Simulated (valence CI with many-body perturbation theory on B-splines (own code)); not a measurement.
**Level structure of Sn¹⁹⁺**

Computed by configuration interaction combined with many-body perturbation theory (CI+MBPT): three valence electrons over a frozen Dirac-Fock core [Ar] 3d10, a basis of 11 s, 11 p, 10 d, 8 f, 5 g, 2 h functions for each j, with the one-electron correlation potential Σ1 (screened to all orders), the two-electron term Σ2, the three-electron term Σ3, Breit, model QED; selected single and double excitations, second order for the rest, scaled by the run's own slope (own B-spline code, finite nucleus).

No measured spectrum was set against this ion. As an estimate, levels hold to about 250 cm⁻¹ or 0.2 % of their energy and the worst to 1 %, as in measured heavy ions of charge 2 to 7; those with d or f electrons hold less well.

Levels 91 to 135 of 186, with energies above the lowest level, 4s2.4p 2P°_1/2. "Leading %" is the weight of the configuration and term that name the level; weights of strongly mixed levels are sums over their largest components and can fall short. In the jj column 3d3/2^4 stands for four electrons in 3d with j = 3/2.

| No. | Configuration | Term | J | E (cm⁻¹) | Leading % | Second component | g | Leading jj |
| --- | --- | --- | --- | --- | --- | --- | --- | --- |
| 91 | 4s.4d2 | 2D | 5/2 | 1758700 | 33 | 18 % 4s.4d2 4P | 1.168 | 4s 4d5/2^2 (43 %) |
| 92 | 4s.4p.4f | 4F | 9/2 | 1762700 | 46 | 39 % 4s.4d2 4F | 1.309 | 4s 4p3/2 4f7/2 (43 %) |
| 93 | 4s.4p.4f | 4F | 7/2 | 1763300 | 49 | 24 % 4s.4d2 4F | 1.249 | 4s 4p3/2 4f5/2 (37 %) |
| 94 | 4s.4p.4f | 4D | 5/2 | 1764900 | 50 | 24 % 4s.4p.4f 4F | 1.221 | 4s 4p3/2 4f5/2 (41 %) |
| 95 | 4s.4p.4f | 4D | 3/2 | 1765300 | 79 | 13 % 4s.4p.4f 4F | 1.049 | 4s 4p3/2 4f5/2 (79 %) |
| 96 | 4s.4p.4f | 4D | 1/2 | 1765800 | 99 |  | -0.002 | 4s 4p3/2 4f5/2 (99 %) |
| 97 | 4s.4p.4f | 2F | 7/2 | 1788000 | 40 | 18 % 4s.4p.4f 2G | 1.043 | 4s 4p3/2 4f7/2 (46 %) |
| 98 | 4s.4d2 | 2F | 5/2 | 1788100 | 42 | 39 % 4s.4p.4f 2F | 0.870 | 4s 4p3/2 4f5/2 (42 %) |
| 99 | 4s.4d2 | 2F | 7/2 | 1797600 | 51 | 22 % 4s.4p.4f 2F | 1.104 | 4s 4p3/2 4f7/2 (28 %) |
| 100 | 4s.4p.4f | 2D | 5/2 | 1813000 | 36 | 18 % 4s.4d2 2D | 1.099 | 4s 4p3/2 4f7/2 (26 %) |
| 101 | 4s.4d2 | 2S | 1/2 | 1828700 | 44 | 43 % 4s.4d2 2P | 1.325 | 4s 4d3/2^2 (42 %) |
| 102 | 4s.4p.4f | 2G | 9/2 | 1828800 | 87 | 10 % 4s.4d2 2G | 1.111 | 4s 4p3/2 4f7/2 (61 %) |
| 103 | 4s.4d2 | 2P | 3/2 | 1843400 | 39 | 35 % 4s.4p.4f 2D | 1.047 | 4s 4d3/2 4d5/2 (39 %) |
| 104 | 4s.4d2 | 2S | 1/2 | 1846200 | 47 | 42 % 4s.4d2 2P | 1.355 | 4s 4d5/2^2 (65 %) |
| 105 | 4s.4d2 | 2P | 3/2 | 1848600 | 44 | 31 % 4s.4p.4f 2D | 1.070 | 4s 4d5/2^2 (46 %) |
| 106 | 4s.4p.4f | 2D | 3/2 | 1875300 | 83 |  | 0.795 | 4s 4p3/2 4f5/2 (75 %) |
| 107 | 4s.4p.4f | 2D | 5/2 | 1876400 | 38 | 26 % 4s.4p.4f 2F | 1.032 | 4s 4p3/2 4f7/2 (40 %) |
| 108 | 4s.4p.4f | 2F | 7/2 | 1876900 | 46 | 28 % 4s.4d2 2F | 1.114 | 4s 4p3/2 4f7/2 (28 %) |
| 109 | 4s2.5p | 2P° | 1/2 | 1878400 | 97 |  | 0.666 | 4s^2 5p1/2 (97 %) |
| 110 | 4s.4p.4f | 2D | 5/2 | 1878500 | 56 | 19 % 4s.4p.4f 2F | 1.084 | 4s 4p3/2 4f7/2 (45 %) |
| 111 | 4s.4p.4f | 2G | 9/2 | 1881100 | 59 | 32 % 4s.4d2 2G | 1.116 | 4s 4p3/2 4f7/2 (37 %) |
| 112 | 4s.4p.4f | 2G | 7/2 | 1892500 | 60 | 27 % 4s.4d2 2G | 0.911 | 4s 4p3/2 4f5/2 (40 %) |
| 113 | 4s2.5p | 2P° | 3/2 | 1914600 | 96 |  | 1.334 | 4s^2 5p3/2 (96 %) |
| 114 | 4p.4d2 | 4G° | 5/2 | 2005100 | 52 | 21 % 4p.4d2 2F° | 0.694 | 4p1/2 4d3/2^2 (73 %) |
| 115 | 4s.4p.5s | 4P° | 1/2 | 2027300 | 92 | 7 % 4s.4p.5s 2P° | 2.513 | 4s 4p1/2 5s (98 %) |
| 116 | 4p.4d2 | 4G° | 7/2 | 2033900 | 63 | 14 % 4p2.4f 4G° | 1.020 | 4p1/2 4d3/2 4d5/2 (64 %) |
| 117 | 4s.4p.5s | 4P° | 3/2 | 2044600 | 82 | 16 % 4s.4p.5s 2P° | 1.663 | 4s 4p1/2 5s (86 %) |
| 118 | 4p2.4f | 2G° | 7/2 | 2047900 | 23 | 21 % 4p.4d2 2G° | 1.053 | 4p1/2^2 4f7/2 (49 %) |
| 119 | 4p.4d2 | 4G° | 5/2 | 2048200 | 26 | 17 % 4p.4d2 2D° | 0.974 | 4p1/2 4d3/2 4d5/2 (72 %) |
| 120 | 4p.4d2 | 2H° | 9/2 | 2053200 | 33 | 18 % 4p.4d2 4G° | 1.034 | 4p1/2 4d3/2 4d5/2 (72 %) |
| 121 | 4p.4d2 | 2D° | 3/2 | 2061500 | 51 | 19 % 4p.4d2 4D° | 0.919 | 4p1/2 4d3/2 4d5/2 (74 %) |
| 122 | 4s.4p.5s | 2P° | 1/2 | 2062800 | 93 | 5 % 4s.4p.5s 4P° | 0.770 | 4s 4p1/2 5s (89 %) |
| 123 | 4p.4d2 | 4G° | 9/2 | 2072300 | 53 | 13 % 4p.4d2 2H° | 1.123 | 4p1/2 4d5/2^2 (53 %) |
| 124 | 4p2.4f | 4G° | 5/2 | 2076900 | 38 | 12 % 4p2.4f 4F° | 0.841 | 4p1/2^2 4f5/2 (60 %) |
| 125 | 4p.4d2 | 4D° | 1/2 | 2077800 | 83 | 9 % 4p.4d2 4P° | 0.326 | 4p1/2 4d3/2 4d5/2 (57 %) |
| 126 | 4p.4d2 | 2F° | 7/2 | 2078100 | 22 | 20 % 4p.4d2 4D° | 1.211 | 4p1/2 4d5/2^2 (58 %) |
| 127 | 4p.4d2 | 4P° | 1/2 | 2082400 | 48 | 36 % 4p.4d2 2S° | 2.072 | 4p1/2 4d3/2^2 (46 %) |
| 128 | 4p.4d2 | 4D° | 5/2 | 2093900 | 28 | 26 % 4p.4d2 2F° | 1.090 | 4p1/2 4d5/2^2 (44 %) |
| 129 | 4p.4d2 | 4F° | 3/2 | 2096000 | 47 | 14 % 4p.4d2 4D° | 0.799 | 4p1/2 4d3/2^2 (69 %) |
| 130 | 4p.4d2 | 4G° | 11/2 | 2100800 | 32 | 26 % 4p2.4f 2H° | 1.191 | 4p1/2 4p3/2 4f7/2 (49 %) |
| 131 | 4p.4d2 | 4D° | 3/2 | 2102000 | 45 | 22 % 4p.4d2 2D° | 1.094 | 4p1/2 4d5/2^2 (36 %) |
| 132 | 4p2.4f | 2G° | 7/2 | 2109500 | 20 | 12 % 4p2.4f 4D° | 1.074 | 4p1/2 4p3/2 4f7/2 (43 %) |
| 133 | 4p.4d2 | 4D° | 5/2 | 2111800 | 30 | 23 % 4p.4d2 4F° | 1.179 | 4p1/2 4d3/2 4d5/2 (57 %) |
| 134 | 4s.4p.5s | 4P° | 5/2 | 2114200 | 99 |  | 1.599 | 4s 4p3/2 5s (99 %) |
| 135 | 4p2.4f | 4G° | 9/2 | 2116700 | 28 | 17 % 4p.4d2 2G° | 1.114 | 4p1/2 4p3/2 4f7/2 (39 %) |

Names give the largest LS component (configuration and term), which can be under half, so a name can repeat, a term be missing and a line seem to break the LS rules; names also repeat where a configuration has a term twice.

Where two levels of one J and parity lie close, their mixing, g and order are uncertain.
